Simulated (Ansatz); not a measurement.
# Ligand exchange: C4H10 + Cd(NH2)2 → C3H9N + Cd(CH3)(NH2)

Gas-phase species: C4H10 (isobutane) `CC(C)C`, singlet; Cd(NH2)2, singlet; C3H9N (isopropylamine) `CC(C)N`, singlet; Cd(CH3)(NH2), singlet. The partners trade CH3 for NH2: C–CH3 and Cd–NH2 bonds give way to C–NH2 and Cd–CH3.

Shapes, held fixed at every level: PBE0-D4/def2-TZVP. Flexible molecules stand in one conformer, not always the lowest. Programs: Ansatz 0.2.0. Electronic energies: no zero-point or thermal term.

Question: Estimate ΔE of this reaction.

Answer: The highest level, CCSD(T)/def2-TZVPP, gives ΔE = +30.9 kJ/mol; the levels span +28.1 to +31.4. The column of differences is taken from that level and isn't an error. No measured value is set beside it here. For atoms past krypton def2 sets carry core potentials with scalar relativity. Outer-core shells of Cd are correlated, in sets that cover them unevenly.

```json
{"level": "PBE-D4/def2-TZVPP", "kind": "GGA", "ΔE (kJ/mol)": "+29.2", "less CCSD(T)/def2-TZVPP": "-1.7"}
{"level": "PBE0-D4/def2-TZVPP", "kind": "global hybrid", "ΔE (kJ/mol)": "+28.1", "less CCSD(T)/def2-TZVPP": "-2.8"}
{"level": "r2SCAN0-D4/def2-TZVPP", "kind": "global hybrid", "ΔE (kJ/mol)": "+29.4", "less CCSD(T)/def2-TZVPP": "-1.5"}
{"level": "wB97M-V/def2-TZVPP", "kind": "range-separated hybrid", "ΔE (kJ/mol)": "+29.1", "less CCSD(T)/def2-TZVPP": "-1.8"}
{"level": "wB97X-V/def2-TZVPP", "kind": "range-separated hybrid", "ΔE (kJ/mol)": "+31.0", "less CCSD(T)/def2-TZVPP": "+0.1"}
{"level": "B2PLYP/def2-TZVPP", "kind": "double hybrid", "ΔE (kJ/mol)": "+31.4", "less CCSD(T)/def2-TZVPP": "+0.5"}
{"level": "CCSD/def2-TZVPP", "kind": "coupled cluster or CI", "ΔE (kJ/mol)": "+30.9", "less CCSD(T)/def2-TZVPP": "0.0"}
{"level": "CCSD(T)/def2-TZVPP", "kind": "coupled cluster or CI", "ΔE (kJ/mol)": "+30.9", "less CCSD(T)/def2-TZVPP": "0.0"}
```
